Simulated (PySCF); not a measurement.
C2H7ClSi2, SMILES Cl[Si@@H]1CC[SiH2]1. Atoms are numbered in the order given.

```xyz
12

Cl     2.2930     0.0015    -0.5250
Si     0.4848    -0.1109     0.4891
C     -0.7543    -1.4292    -0.1011
C     -2.0488    -0.6442     0.2396
Si    -1.4085     1.1501    -0.0133
H      0.8003    -0.2329     1.9444
H     -0.6907    -2.4377     0.3363
H     -0.6447    -1.5327    -1.1941
H     -2.9288    -0.9465    -0.3497
H     -2.3116    -0.7730     1.3035
H     -1.4723     1.5565    -1.4509
H     -1.9834     2.2318     0.8424
```

Coordinates come from a PBE0-D3(BJ)/def2-SVP optimisation. The structure was generated by enumeration; whether it is a known compound was not checked.

Method: KT2/pcSseg-1 run with PySCF.

GIAO shieldings, no solvent; atoms listed in one row are averaged. δ = σ(ref) − σ: ³⁵Cl against HCl (σ = 945.4 ppm); ²⁹Si against TMS (σ = 361.9 ppm); ¹³C against TMS (σ = 185.1 ppm); ¹H against TMS (σ = 31.47 ppm), references at their B3LYP-D3(BJ)/def2-TZVP geometries, non-relativistic (without spin–orbit terms, shifts of atoms bonded to Cl or Br come out too high).

| nucleus | atoms | count | δ (ppm) |
|---|---|---|---|
| ³⁵Cl | Cl1 | 1 | 32.5 |
| ²⁹Si | Si2 | 1 | 13.0 |
| ²⁹Si | Si5 | 1 | -34.9 |
| ¹³C | C3 | 1 | 27.7 |
| ¹³C | C4 | 1 | 6.9 |
| ¹H | H6 | 1 | 5.98 |
| ¹H | H12 | 1 | 4.97 |
| ¹H | H11 | 1 | 4.76 |
| ¹H | H7 | 1 | 2.35 |
| ¹H | H8 | 1 | 2.05 |
| ¹H | H9 | 1 | 1.81 |
| ¹H | H10 | 1 | 1.26 |
